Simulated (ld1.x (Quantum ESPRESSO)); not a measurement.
**Plane-wave convergence, ultrasoft potential for V**

vanadium (V), ultrasoft, made with ld1.x (Quantum ESPRESSO) 7.5 (LDA (PZ), scalar-relativistic). Core [Ar], reference 3d3 4s1.5 4p0.5. Waves: 4s (bound): rcut 2.25, rcutus 3.10 bohr; 4s channel at 0.5 Ry: rcut 2.25, rcutus 3.10 bohr; 4p (bound): rcut 2.30, rcutus 3.10 bohr; 4p channel at 0.35 Ry: rcut 2.30, rcutus 3.10 bohr; 3d (bound): rcut 1.55, rcutus 1.75 bohr; 3d channel at 0.35 Ry: rcut 1.55, rcutus 1.75 bohr. Local part: all-electron potential smoothed inside 1.45 bohr (lloc = -1). Core correction: Bessel-smoothed model core, default radius (core density twice the valence density). Augmentation charge: built from norm-conserving waves at rcut, not smoothed further.

The pseudo-atom Hamiltonian at the reference potential is diagonalised in spherical Bessel functions j_l(qr) that vanish at 20 bohr, with q² up to the cutoff. All-electron valence levels (Ry): 4s -0.3895, 4p -0.1390, 3d -0.4461.

Problem. How do the lowest levels (Ry) of each channel move with the cutoff, and are there ghosts?

Solution.

```csv
cutoff (Ry),s #1,s #2,p #1,d #1,f #1,Σ f·Δε (mRy)
8,-1.0340,-0.3895,-0.1390,0.0097,0.0948,1367.3
10,-3.3732,-0.3895,-0.1390,-0.0181,0.0948,1284.1
15,-7.0971,-0.3895,-0.1390,-0.1919,0.0948,762.7
18,-8.5625,-0.3895,-0.1390,-0.3347,0.0948,334.2
21,-9.0877,-0.3895,-0.1390,-0.3935,0.0948,157.8
30,-9.6632,-0.3895,-0.1390,-0.4425,0.0948,10.7
35,-9.7708,-0.3895,-0.1390,-0.4455,0.0948,1.8
40,-9.8081,-0.3895,-0.1390,-0.4456,0.0948,1.4
45,-9.8176,-0.3895,-0.1390,-0.4457,0.0948,1.2
55,-9.8261,-0.3895,-0.1390,-0.4460,0.0948,0.3
60,-9.8272,-0.3895,-0.1390,-0.4461,0.0948,0.2
400,-9.8279,-0.3895,-0.1390,-0.4461,0.0948,0.0
```

Result: ghost state, extra bound levels that the all-electron valence spectrum of the same l lacks: s at -133.7 eV (a true bound ghost makes a file unfit for plane-wave use); 10 mRy is reached at 35 Ry and 1 mRy at 50 Ry.

Test run stopped at test 7 of 9 (negative rho).
